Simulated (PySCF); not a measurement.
# ZrN(OH) + H₂O → ZrO₂ + NH₃

Level: PBE0 in the def2-TZVP basis family, computed in PySCF with density fitting; scalar-relativistic core potentials for atoms from Rb on, none lighter, no spin–orbit coupling; open shells unrestricted.

```csv
species,state and structure,ZPE (kJ/mol),H(298 K) − H(0) (kJ/mol),S° (J/(mol K))
ZrN(OH),"singlet, Cs, O–H 0.958 Å, Zr–N 1.705 Å, Zr–O 1.983 Å; H–O–Zr 122.6°, N–Zr–O 107.7°",41.9,12.6,281.5
H₂O,"singlet, C2v, O–H 0.960 Å (×2); H–O–H 105.1°",56.5,9.9,188.7
ZrO₂,"singlet, C2v, Zr–O 1.762 Å (×2); O–Zr–O 108.0°",12.9,11.2,267.7
NH₃,"singlet, C3v, N–H 1.013 Å (×3); H–N–H 107.1° (×3)",90.6,10.0,192.4
```

**Question.** Is the gas-phase reaction uphill or downhill in electronic energy at this level, and by how much?

**Answer.** At PBE0/def2-TZVP, ΔE = -181.8 kJ/mol, downhill. 

**Question.** Add zero-point, thermal and entropy terms for 298.15 K and 1 bar.

**Answer.** ΔZPE = 5.1 and Δ[H(298) − H(0)] = -1.3 kJ/mol give ΔH° = -178.0 kJ/mol. ΔS° = -10.1 J/(mol K), so ΔG° = -178.0 − 298.15 × (-0.0101) = -175 kJ/mol.

Only the bonding shown was studied: isomers, or loss of a ligand pair, can lie lower.
